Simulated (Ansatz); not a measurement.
**Ligand exchange: GaH(CH3)F + B(CH3)2(NH2) → GaH(CH3)(NH2) + B(CH3)2F**

Species: GaH(CH3)F, singlet; B(CH3)2(NH2), singlet; GaH(CH3)(NH2), singlet; B(CH3)2F, singlet. The partners trade F for NH2: Ga–F and B–NH2 bonds give way to Ga–NH2 and B–F.

Shapes, held fixed at every level: PBE0-D4/def2-TZVP. Programs: Ansatz 0.2.0. Electronic energies: no zero-point or thermal term.

```json
{"level": "HF/def2-SVP", "kind": "Hartree–Fock", "ΔE (kJ/mol)": "+32.7", "less CCSD(T)/def2-TZVPP": "+3.8"}
{"level": "BHLYP-D4/def2-TZVPP", "kind": "global hybrid", "ΔE (kJ/mol)": "+31.7", "less CCSD(T)/def2-TZVPP": "+2.8"}
{"level": "PBE0-D4/def2-TZVPP", "kind": "global hybrid", "ΔE (kJ/mol)": "+33.5", "less CCSD(T)/def2-TZVPP": "+4.6"}
{"level": "wB97X-V/def2-TZVPP", "kind": "range-separated hybrid", "ΔE (kJ/mol)": "+32.4", "less CCSD(T)/def2-TZVPP": "+3.5"}
{"level": "B2PLYP/def2-TZVPP", "kind": "double hybrid", "ΔE (kJ/mol)": "+32.3", "less CCSD(T)/def2-TZVPP": "+3.4"}
{"level": "MP2/def2-TZVPP", "kind": "perturbation theory", "ΔE (kJ/mol)": "+30.8", "less CCSD(T)/def2-TZVPP": "+1.9"}
{"level": "CCSD/def2-TZVPP", "kind": "coupled cluster or CI", "ΔE (kJ/mol)": "+28.5", "less CCSD(T)/def2-TZVPP": "-0.4"}
{"level": "CCSD(T)/def2-TZVPP", "kind": "coupled cluster or CI", "ΔE (kJ/mol)": "+28.9", "less CCSD(T)/def2-TZVPP": "0.0"}
```

The highest level, CCSD(T)/def2-TZVPP, gives ΔE = +28.9 kJ/mol; the levels span +28.5 to +33.5. The column of differences is taken from that level and isn't an error. No measured value is set beside it here. Relativity is left out for Ga. Outer-core shells of Ga are correlated in most correlated rows, in sets that cover them unevenly.
